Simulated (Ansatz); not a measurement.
Consider the ligand exchange at a B–Te bond: `O=CB[TeH]` + CH₃OH → `COBC=O` + H₂Te.

Computed with Ansatz on PBE0-D4/def2-TZVP structures; ΔE is electronic, products minus reactants. CCSD(T)/CBS is the MP2 limit (def2-TZVPP, def2-QZVPP) plus CCSD(T) − MP2 in def2-TZVPP, frozen cores. This one scheme is used for every species. def2 core potentials past Kr. For Te outer-core shells are correlated without core-valence functions, which leaves a few kJ/mol of doubt a bond. Each species was taken in one conformer, which may not be the lowest.

`O=CB[TeH]`:

```xyz
7

O     0.729   -1.529    0.886
C     0.878   -0.594    0.133
B    -0.274   -0.007   -0.763
Te   -1.734    1.267    0.037
H     1.887   -0.115    0.049
H    -0.337   -0.237   -1.931
H    -1.149    1.215    1.589
```

CH₃OH:

```xyz
6

C    -0.323    0.116   -0.094
O     0.720   -0.814    0.085
H    -1.163   -0.426   -0.531
H    -0.048    0.926   -0.780
H    -0.659    0.556    0.853
H     1.472   -0.358    0.468
```

`COBC=O`:

```xyz
10

C    -0.783    0.968   -1.230
O    -0.145   -0.133   -0.610
B     0.260   -0.111    0.663
C     0.962   -1.445    1.197
O     1.373   -1.557    2.328
H    -1.768    0.650   -1.576
H    -0.888    1.805   -0.536
H    -0.189    1.275   -2.091
H     0.108    0.850    1.365
H     1.072   -2.303    0.489
```

H₂Te:

```xyz
3

Te   -0.493   -0.133    0.586
H    -0.309    1.074   -0.532
H     0.802   -0.941   -0.054
```

| species | CCSD(T)/CBS(def2) energy (Eh) |
| --- | --- |
| `O=CB[TeH]` | -407.52349 |
| CH₃OH | -115.61712 |
| `COBC=O` | -254.25700 |
| H₂Te | -268.91024 |

Question: Work out ΔE.

Answer: ΔE = (-254.25700) + (-268.91024) − (-407.52349) − (-115.61712) = -0.02663 Eh = -69.9 kJ/mol.

Largest T1 diagnostic among the species: 0.017.

From PBE to PBE0 (25 % exact exchange), in def2-TZVPP and without D4, ΔE moves by −4.2 kJ/mol. At CCSD(T), def2-SVP lies −29.5 kJ/mol from the extrapolated value and def2-TZVPP −5.8 kJ/mol. The D4 term adds +4.1 kJ/mol with B3LYP and +2.0 kJ/mol with PBE0; it sums over pairs of atoms, weighted by their polarisabilities, and B3LYP, whose exchange is more repulsive, gets the larger term.

B3LYP here is the variant with VWN-RPA as its local correlation; programs differ in this.
